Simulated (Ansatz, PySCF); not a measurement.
Bond stretch in BeH (cation, charge +1), singlet.

- FCI = full CI/cc-pVQZ, frozen core run with Ansatz (an electronic-structure program)
- RHF/cc-pVQZ (Ansatz)
- UKS-PBE = Ansatz with unrestricted PBE/cc-pVQZ
- RKS-B3LYP/6-31G* = restricted B3LYP/6-31G*, spherical d (PySCF)

Energies are in kcal/mol, each relative to the lowest point of its own curve near equilibrium.

```json
[
 {"R / Å": "1.08", "FCI": "15.0", "RHF": "14.7", "UKS-PBE": "16.0", "RKS-B3LYP/6-31G*": "16.6"},
 {"R / Å": "1.14", "FCI": "7.5", "RHF": "7.2", "UKS-PBE": "8.3", "RKS-B3LYP/6-31G*": "8.6"},
 {"R / Å": "1.21", "FCI": "2.4", "RHF": "2.2", "UKS-PBE": "2.9", "RKS-B3LYP/6-31G*": "3.0"},
 {"R / Å": "1.24", "FCI": "1.2", "RHF": "1.0", "UKS-PBE": "1.6", "RKS-B3LYP/6-31G*": "1.5"},
 {"R / Å": "1.31", "FCI": "0.0", "RHF": "0.0", "UKS-PBE": "0.1", "RKS-B3LYP/6-31G*": "0.0"},
 {"R / Å": "1.33", "FCI": "0.0", "RHF": "0.1", "UKS-PBE": "0.0", "RKS-B3LYP/6-31G*": "0.0"},
 {"R / Å": "1.38", "FCI": "0.7", "RHF": "1.0", "UKS-PBE": "0.4", "RKS-B3LYP/6-31G*": "0.5"},
 {"R / Å": "1.43", "FCI": "2.1", "RHF": "…", "UKS-PBE": "1.6", "RKS-B3LYP/6-31G*": "1.8"},
 {"R / Å": "1.44", "FCI": "2.4", "RHF": "3.1", "UKS-PBE": "1.9", "RKS-B3LYP/6-31G*": "2.1"},
 {"R / Å": "1.52", "FCI": "5.9", "RHF": "…", "UKS-PBE": "4.9", "RKS-B3LYP/6-31G*": "5.5"},
 {"R / Å": "1.66", "FCI": "13.7", "RHF": "16.3", "UKS-PBE": "12.3", "RKS-B3LYP/6-31G*": "13.6"},
 {"R / Å": "1.77", "FCI": "20.5", "RHF": "24.6", "UKS-PBE": "18.9", "RKS-B3LYP/6-31G*": "20.9"},
 {"R / Å": "2.00", "FCI": "34.6", "RHF": "42.8", "UKS-PBE": "33.3", "RKS-B3LYP/6-31G*": "36.5"},
 {"R / Å": "2.19", "FCI": "44.6", "RHF": "57.2", "UKS-PBE": "43.3", "RKS-B3LYP/6-31G*": "48.4"},
 {"R / Å": "2.42", "FCI": "54.2", "RHF": "73.0", "UKS-PBE": "51.3", "RKS-B3LYP/6-31G*": "61.0"},
 {"R / Å": "2.67", "FCI": "61.5", "RHF": "87.8", "UKS-PBE": "56.7", "RKS-B3LYP/6-31G*": "…"},
 {"R / Å": "2.87", "FCI": "65.4", "RHF": "97.7", "UKS-PBE": "59.5", "RKS-B3LYP/6-31G*": "79.1"},
 {"R / Å": "3.27", "FCI": "69.9", "RHF": "113.3", "UKS-PBE": "63.2", "RKS-B3LYP/6-31G*": "89.4"},
 {"R / Å": "3.62", "FCI": "71.6", "RHF": "…", "UKS-PBE": "64.8", "RKS-B3LYP/6-31G*": "95.2"},
 {"R / Å": "4.06", "FCI": "72.4", "RHF": "…", "UKS-PBE": "65.7", "RKS-B3LYP/6-31G*": "99.3"},
 {"R / Å": "4.72", "FCI": "72.8", "RHF": "138.9", "UKS-PBE": "65.8", "RKS-B3LYP/6-31G*": "…"},
 {"R / Å": "5.31", "FCI": "72.9", "RHF": "142.4", "UKS-PBE": "65.3", "RKS-B3LYP/6-31G*": "102.1"}
]
```

Question: What belongs in the gaps?

Answer: 
- 1.43, RHF: 2.7
- 1.52, RHF: 7.1
- 2.67, RKS-B3LYP/6-31G*: 72.0
- 3.62, RHF: 123.1
- 4.06, RHF: 131.6
- 4.72, RKS-B3LYP/6-31G*: 101.8

The restricted form behind RHF, RKS-B3LYP/6-31G* keeps the bonding electrons paired and can't separate into open-shell fragments. The unrestricted determinant behind UKS-PBE is spin-contaminated at 2.19 to 5.31 Å (<S²> up to 0.9, against 0.00 for a pure singlet).
